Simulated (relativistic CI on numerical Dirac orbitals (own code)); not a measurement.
**Level scheme of Hf XXX**

Method of calculation: Dirac-Coulomb-Breit CI, separate exchange-only KLI orbitals for each configuration, QED by a radiative potential, unscaled Slater integrals (own radial code, finite nucleus).

Configuration list (outside the closed core [Ar] 3d10): 4s2 4p6 4d7, 4s2 4p5 4d8, 4s2 4p6 4d6 4f, 4s 4p6 4d8, 4s2 4p5 4d7 4f, 4s 4p6 4d7 4f, 4s2 4p6 4d6 5s, 4s2 4p6 4d5 4f 5s, 4s2 4p6 4d6 5p, 4s2 4p5 4d7 5s, 4s2 4p6 4d6 5f, 4s2 4p6 4d5 5s 5p, 4p6 4d8 4f, 4s2 4p6 4d6 6s, 4s 4p6 4d7 5s, 4p6 4d9, 4p5 4d10, 4p5 4d9 4f, 4s2 4p6 4d5 5s2, 4s2 4p6 4d4 4f 5s2, 4s2 4p5 4d5 4f 5s2, 4s 4p6 4d5 4f 5s2, 4p6 4d8 5s, 4p5 4d9 5s, 4p5 4d8 4f 5s, 4p6 4d7 5s2, 4p5 4d8 5s2, 4p6 4d6 4f 5s2, 4p5 4d7 4f 5s2. Double excitations out of closed p, d and f shells are left out; levels of such configurations are missing from the list, as are those of other unlisted configurations, and high levels can miss mixing partners.

The lowest level is 4s2 4p6 4d7 4F_9/2, with 65 % of that term; Hund's rules for 4s2 4p6 4d7 give 4F with J = 9/2, in agreement.

```tsv
No.	Configuration	Term	J	E (eV)	%	Landé g	jj configuration (%)
1	4s2 4p6 4d7	4F	9/2	0.000	65	1.246	4d5/2^3 (96)
2	4s2 4p6 4d7	2P	3/2	4.918	49	1.216	4d5/2^3 (97)
3	4s2 4p6 4d7	2D	5/2	7.400	45	1.232	4d5/2^3 (90)
4	4s2 4p6 4d7	4F	7/2	13.114	88	1.199	4d3/2^3 4d5/2^4 (97)
5	4s2 4p6 4d7	2H	9/2	16.213	35	1.103	4d3/2^3 4d5/2^4 (95)
6	4s2 4p6 4d7	4F	3/2	16.929	38	0.973	4d3/2^3 4d5/2^4 (97)
7	4s2 4p6 4d7	4P	5/2	17.466	60	1.386	4d3/2^3 4d5/2^4 (93)
8	4s2 4p6 4d7	4P	1/2	18.499	53	1.737	4d3/2^3 4d5/2^4 (99)
9	4s2 4p6 4d7	2H	11/2	19.228	99	1.088	4d3/2^3 4d5/2^4 (99)
10	4s2 4p6 4d7	2G	7/2	21.407	55	1.001	4d3/2^3 4d5/2^4 (92)
11	4s2 4p6 4d7	2F	5/2	23.871	70	0.962	4d3/2^3 4d5/2^4 (93)
12	4s2 4p6 4d7	2D	3/2	29.680	46	0.857	4d3/2^2 4d5/2^5 (47)
13	4s2 4p6 4d7	4F	5/2	29.893	50	1.125	4d3/2^2 4d5/2^5 (93)
14	4s2 4p6 4d7	2D	3/2	31.876	42	1.137	4d3/2^2 4d5/2^5 (50)
15	4s2 4p6 4d7	2H	9/2	32.891	60	0.994	4d3/2^2 4d5/2^5 (98)
16	4s2 4p6 4d7	2P	1/2	33.104	53	1.592	4d3/2^2 4d5/2^5 (99)
17	4s2 4p6 4d7	2F	7/2	34.667	58	1.060	4d3/2^2 4d5/2^5 (90)
18	4s2 4p6 4d7	2D	5/2	44.330	76	1.166	4d3/2^2 4d5/2^5 (95)
19	4s2 4p6 4d7	2D	3/2	49.001	61	0.865	4d3/2 4d5/2^6 (93)
20	4p5 4d8(3F)	4G°	11/2	169.420	90	1.259	4p3/2^3 4d5/2^4 (90)
21	4p5 4d8(1D)	2D°	5/2	171.714	53	1.180	4p3/2^3 4d5/2^4 (87)
22	4p5 4d8(3F)	4F°	9/2	171.722	51	1.248	4p3/2^3 4d5/2^4 (77)
23	4p5 4d8(1D)	2P°	1/2	173.606	35	1.249	4p3/2^3 4d5/2^4 (73)
24	4p5 4d8(1D)	2F°	7/2	173.816	52	1.229	4p3/2^3 4d5/2^4 (89)
25	4p5 4d8(3F)	4D°	7/2	176.016	36	1.302	4p3/2^3 4d5/2^4 (54)
26	4p5 4d8(1D)	2P°	3/2	178.434	25	1.340	4p3/2^3 4d5/2^4 (55)
27	4p5 4d8(3F)	2D°	5/2	182.640	31	1.196	4p3/2^3 4d5/2^4 (57)
28	4d6(3F) 4f	4G°	9/2	183.772	23	1.120	4d5/2^2 4f5/2 (87)
29	4d6(5D) 4f	6G°	11/2	184.115	31	1.226	4d5/2^2 4f5/2 (66)
30	4p5 4d8(3F)	4D°	3/2	184.587	30	1.166	4p3/2^3 4d5/2^4 (58)
```

Energies count from the lowest computed level; ° marks odd parity. Percentages are summed over parent terms; the parents shown are those of the largest component, closed shells are left out there. Filled j subshells are mostly left out of the jj labels.

The mean weight of the leading LS term, summed over parents, in these 30 levels is 52 %, and that of the leading jj configuration (from the same eigenvectors) 83 %, so jj coupling describes them better and the LS labels are nominal.

At this charge energies of transitions that change n are usually good to better than 1 %, and those within a shell (Δn = 0) to a few per cent. Terms inside the open d or f shell come out 10 to 20 % too wide with unscaled integrals.

LS names give the leading component of a level, which can be under half, so a name can repeat, a term be missing and a line seem to break the LS rules.
